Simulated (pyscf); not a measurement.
Single points on ωB97X-D3(BJ)/def2-SVP structures (PySCF, gas phase).

**Question.** What is the homolytic dissociation enthalpy (298 K, ωB97M-D3(BJ)/def2-TZVP) of the C–C bond of F–C(F)(Cl)–CH₂–CH₂–Cl (SMILES FC(F)(Cl)CCCl), to F–C•(F)–Cl + •H₂C–CH₂–Cl?

**Answer.** C–C to F–C•(F)–Cl + •H₂C–CH₂–Cl: 391.1 kJ/mol. The 7 functionals that were run give +349.6 (r²SCAN) to +391.1 kJ/mol (ωB97M-D3(BJ)). Other isomers of •H₂C–CH₂–Cl were not searched in full and may lie lower.
